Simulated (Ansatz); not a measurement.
Reaction (ligand exchange at the Si–I bond): `CC[SiH](F)I` + HBr → `CC[SiH](F)Br` + HI

Gas-phase electronic energies from Ansatz, PBE0-D4/def2-TZVP geometries. CBS: MP2 limit from def2 TZ/QZ plus the TZ coupled-cluster correction, frozen cores. DFT in def2-TZVPP. B3LYP here is the variant with VWN-RPA as its local correlation; programs differ in this. Elements past krypton have def2 core potentials. For Br, I outer-core shells are correlated without core-valence functions, which leaves a few kJ/mol of doubt a bond. Scalar relativity is left out up to krypton. Each species was taken in one conformer, which may not be the lowest.

Task: Is it downhill or uphill in electronic energy at CCSD(T)/CBS, and by how much? (Estimate.)

Result: Computed: Downhill: ΔE = -9.4 kJ/mol.

Task: What do these levels give: PBE-D4, PBE0-D4, B3LYP-D4, ωB97X-V, ωB97M-V, PBE, r2SCAN, PBE0, HF/def2-TZVPP, MP2/def2-TZVPP, MP2/def2-QZVPP, SCS-MP2/def2-QZVPP? (Best estimate.)

Result: The calculation gave: PBE-D4 -8.4, PBE0-D4 -9.4, B3LYP-D4 -11.4, ωB97X-V -12.7, ωB97M-V -13.0, PBE -10.8, r2SCAN -12.6, PBE0 -11.6, HF/def2-TZVPP -19.0, MP2/def2-TZVPP -9.1, MP2/def2-QZVPP -6.6, SCS-MP2/def2-QZVPP -9.6 kJ/mol.

Largest T1 diagnostic among the species: 0.009.

In def2-TZVPP, CCSD(T) changes the Hartree–Fock value by +5.6 kJ/mol (the triples alone add +1.4 kJ/mol) and MP2 by +9.9 kJ/mol. The D4 term adds +4.0 kJ/mol with B3LYP and +2.3 kJ/mol with PBE0; it sums over pairs of atoms, weighted by their polarisabilities, and B3LYP, whose exchange is more repulsive, gets the larger term.
